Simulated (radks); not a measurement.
Excited configurations of Nd3+: one electron is placed in a higher orbital outside [Xe] 4f2. The ground configuration is [Xe] 4f3. Calculated with a radial shooting solver on a logarithmic mesh with Libxc functionals: Dirac Kohn-Sham, PBE, spin-unpolarised, spherical densities, point nucleus; open shells are shared between the two j in proportion to 2j + 1. Excitation = E - E(ground); binding = E(ion) - E, where the ion is the core of charge +4; n* = 4/sqrt(2 binding) in atomic units, and the quantum defect is n - n*. Eigenvalue and <r> are those of j = l + 1/2.

| outer orbital | excitation (eV) | binding (eV) | n* | quantum defect | eigenvalue (eV) | <r> (bohr) |
|---|---|---|---|---|---|---|
| 5d | 9.060 | 30.979 | 2.651 | 2.349 | -25.753 | 2.189 |
| 5f | 25.764 | 14.275 | 3.905 | 1.095 | -11.799 | 4.181 |
| 6s | 13.038 | 27.001 | 2.839 | 3.161 | -23.631 | 3.166 |
| 6p | 18.141 | 21.898 | 3.153 | 2.847 | -18.859 | 3.707 |
| 6d | 24.727 | 15.312 | 3.771 | 2.229 | -13.331 | 4.825 |
| 6f | 30.627 | 9.412 | 4.809 | 1.191 | -8.158 | 7.346 |
| 7s | 25.254 | 14.785 | 3.837 | 3.163 | -13.196 | 5.697 |
| 7p | 27.346 | 12.693 | 4.141 | 2.859 | -11.183 | 6.450 |
| 7d | 30.383 | 9.656 | 4.748 | 2.252 | -8.511 | 7.997 |
| 7f | 33.474 | 6.565 | 5.758 | 1.242 | -5.804 | 11.23 |

The Delta-SCF ionisation energy is 40.039 eV (NIST Atomic Spectra Database: 40.60 eV, semi-empirical). Self-interaction in the functional shifts the binding energies and quantum defects, so they are the method's values and not measured ones. Spin polarisation and multiplet splitting are left out, so open shells lie too high by an amount that depends on their filling. Sharing an open shell by 2j + 1 raises it above the true ground level by a part of the spin-orbit splitting, which enters the differences from NIST.

Beside tabulated values, note that spin-unpolarised runs miss the spin-polarisation part of the exchange energy of open shells.
